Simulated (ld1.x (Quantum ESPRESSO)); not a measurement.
**Pseudopotential generation for Rh (Z = 45): RRKJ, PBE, scalar-relativistic.**

```
Element                 : Rh (Z = 45)
Generator               : ld1.x (Quantum ESPRESSO) 7.5
Type                    : norm-conserving RRKJ (Kleinman–Bylander form)
Functional              : PBE
Relativity              : scalar-relativistic
Frozen core             : [Ar] 3d10
Valence charge          : 17
Reference configuration : 4s2 4p6 4d8 5s0 5p0 (charge +1)
Partial waves           : 4p (bound): rc 1.48 bohr; 4d (bound): rc 1.82 bohr; 4s (bound): rc 1.08 bohr
Local potential         : the s channel
Core correction         : Bessel-smoothed model core inside 1.00 bohr
```

Poles of the logarithmic derivatives, all-electron (AE) and pseudo (PS). s: poles at -6.4 (AE) and -6.4 (PS) Ry. p: poles at -3.9 (AE) and -3.9 (PS) Ry. d: poles at 0.1 (AE) and 0.1 (PS) Ry. Test radius 1.99 bohr.

- Cutoffs needed: 120 Ry and 230 Ry (the cutoffs (Ry, on a coarse ladder) from which the occupation-weighted sum of valence levels, in a spherical-Bessel basis at the reference potential, stays within 10 and 1 mRy of its value at 400 Ry)
- Ghost test: no extra level below or beside the all-electron valence levels (p, d, s, f tested) (spherical-Bessel basis up to 400 Ry, 20 bohr box)
- Largest excitation error: +227 meV (all-electron minus pseudo) for 4s2 4p6 4d7 5s2 5p0, out of 7 test configurations
